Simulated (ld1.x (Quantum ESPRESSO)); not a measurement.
**LDA (PZ) TM dataset for Ca, scalar-relativistic all-electron reference.**

* Element: Ca (Z = 20)
* Generator: ld1.x (Quantum ESPRESSO) 7.5
* Type: norm-conserving Troullier–Martins (Kleinman–Bylander form)
* Functional: LDA (PZ)
* Relativity: scalar-relativistic
* Frozen core: [Ne]
* Valence charge: 10
* Reference configuration: 3s2 3p6 3d0 4s0 4p0 (charge +2)
* Partial waves: 3p (bound): rc 1.50 bohr; 3d (bound, empty): rc 1.55 bohr; 4f channel at 0.2 Ry: rc 1.60 bohr; 3s (bound): rc 1.65 bohr
* Local potential: the s channel
* Core correction: none

Poles of the logarithmic derivatives, all-electron (AE) and pseudo (PS). s: poles at -3.6 (AE) and -3.6 (PS) Ry. p: poles at -1.9 (AE) and -2.0 (PS) Ry. d: poles at 0.4 (AE) and 0.4 (PS) Ry. f: poles at no energy (AE) and no energy (PS) Ry. Test radius 1.80 bohr.

- Cutoffs needed: 35 Ry and 70 Ry (the cutoffs (Ry, on a coarse ladder) from which the occupation-weighted sum of valence levels, in a spherical-Bessel basis at the reference potential, stays within 10 and 1 mRy of its value at 400 Ry) The cutoffs count occupied waves only; the empty 3d level needs 60 Ry at the loose tolerance.
- Ghost test: no extra level below or beside the all-electron valence levels (p, d, f, s tested) (spherical-Bessel basis up to 400 Ry, 20 bohr box)
- Largest excitation error: +1200 meV (all-electron minus pseudo) for 3s1 3p6 3d0 4s2 4p0, out of 7 test configurations
